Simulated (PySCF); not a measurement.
CH₃Br₂Sb, SMILES [CH3][Sb]([Br])[Br].

Geometry optimised at PBE0-D3(BJ)/def2-SVP. The structure was generated by enumeration; whether it is a known compound was not checked. The def2 effective core potentials stand for the cores of Sb; spin–orbit coupling is left out.

Two levels are set side by side: TDDFT-PBE/def2-SVPD (PySCF) and TDDFT-ωB97X/def2-SVPD (PySCF). Vertical, same geometry. The lowest singlet is HOMO→LUMO 96 % with PBE and HOMO→LUMO 95 % with the other functional; states are paired by order. Differences are taken from unrounded values.

```csv
quantity,TDDFT-ωB97X
lowest singlet excitation (eV),4.53
lowest triplet excitation (TDA) (eV),3.83
first bright state (f over 0.05) (eV),6.44
its oscillator strength,0.16
```

**Question.** What does TDDFT-PBE give, and how far is it from TDDFT-ωB97X? (The exact figures need the calculation; the answer reports its results.)

**Answer.** 
```json
[
 {"quantity": "lowest singlet excitation (eV)", "TDDFT-PBE": "3.88", "TDDFT-PBE minus TDDFT-ωB97X": "-0.65"},
 {"quantity": "lowest triplet excitation (TDA) (eV)", "TDDFT-PBE": "3.40", "TDDFT-PBE minus TDDFT-ωB97X": "-0.43"},
 {"quantity": "first bright state (f over 0.05) (eV)", "TDDFT-PBE": "5.10", "TDDFT-PBE minus TDDFT-ωB97X": "-1.34"},
 {"quantity": "its oscillator strength", "TDDFT-PBE": "0.07", "TDDFT-PBE minus TDDFT-ωB97X": "-0.09"}
]
```

A lower first singlet is the usual sign of a functional without exact exchange. Differences between two approximate levels are no errors against the true value.

Rough cost on one machine, each run with all the roots and properties that it gave: TDDFT-ωB97X against TDDFT-PBE about 10 times.
